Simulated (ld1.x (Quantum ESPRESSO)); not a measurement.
## Au, TM semilocal: configuration errors across variants

gold (Au), norm-conserving Troullier–Martins (semilocal form), made with ld1.x (Quantum ESPRESSO) 7.5 (LDA (PZ), scalar-relativistic). Core [Xe] 4f14, reference 5d10 6s1 6p0. Waves: 6s (bound): rc 2.35 bohr; 5d (bound): rc 1.65 bohr; 6p (bound, empty): rc 2.90 bohr. Local part: the p channel. Core correction: none.

All-electron excitation energies from the reference (eV): (1) 5d10 6s0 6p0 9.774; (2) 5d9 6s0 6p0 31.275; (3) 5d8 6s0 6p0 65.442; (4) 5d10 6s0 6p1 5.398; (5) 5d9 6s2 6p0 1.601; (6) 5d9 6s1 6p1 7.518; (7) 5d9 6s1 6p0 12.374; (8) 5d10 6s1 6p0 spin -0.134; (9) 5d9 6s0 6p0 spin 31.134.

Spin tests fill each open shell by Hund’s rule, majority spin first.

A semilocal file is local in each channel, so a ghost entry of none says nothing of the separable form that plane-wave codes build from it.

A true bound ghost makes a file unfit for plane-wave use even where its test errors are small: the radial tests pick states by their node count and pass the ghost by.

Errors AE − PS in meV (a dash: test not solved or not reliable):

| change | (1) | (2) | (3) | (4) | (5) | (6) | (7) | (8) | (9) | bound ghosts |
| --- | --- | --- | --- | --- | --- | --- | --- | --- | --- | --- |
| base | -6.8 | +12 | -5.7 | -1.0 | -27 | -26 | -7.3 | +4.2 | +103 | none |
| wave 6s (bound): rc 2.35 bohr becomes 6s (bound): rc 1.50 bohr | +35 | +34 | -18 | +33 | +211 | +140 | +211 | +41 | +125 | s |
| wave 6s (bound): rc 2.35 bohr becomes 6s (bound): rc 1.72 bohr | +3.1 | +9.4 | -29 | +5.0 | +7.3 | -13 | +9.6 | +5.2 | +101 | none |
| wave 6s (bound): rc 2.35 bohr becomes 6s (bound): rc 2.04 bohr | -6.2 | +12 | -7.8 | -0.7 | -25 | -25 | -6.5 | +4.0 | +103 | none |
| wave 6s (bound): rc 2.35 bohr becomes 6s (bound): rc 2.26 bohr | -7.1 | +13 | -3.4 | -1.1 | -29 | -26 | -7.8 | +4.3 | +104 | none |
| wave 6s (bound): rc 2.35 bohr becomes 6s (bound): rc 2.38 bohr | -6.8 | +12 | -5.7 | -1.0 | -27 | -26 | -7.3 | +4.2 | +103 | none |
| wave 6s (bound): rc 2.35 bohr becomes 6s (bound): rc 2.64 bohr | -4.7 | +2.1 | -33 | -0.8 | -13 | -22 | -0.8 | +2.7 | +93 | none |
| wave 6s (bound): rc 2.35 bohr becomes 6s (bound): rc 3.10 bohr | -3.6 | -37 | -126 | -3.4 | +28 | -9.2 | +19 | -1.4 | +55 | none |
| wave 6s (bound): rc 2.35 bohr becomes 6s (bound): rc 3.36 bohr | -6.1 | -71 | -205 | -7.6 | +56 | 0.0 | +35 | -4.2 | +20 | none |
| wave 6s (bound): rc 2.35 bohr becomes 6s (bound): rc 3.60 bohr | -12 | -118 | -305 | -14 | +87 | +11 | +54 | -7.1 | -26 | none |

Problem. Give the same row for: wave 6s (bound): rc 2.35 bohr becomes 6s (bound): rc 2.86 bohr.

Solution. -3.6, -13, -70, -1.4, +4.7, -16, +7.4, +0.9, +79; bound ghosts: none.
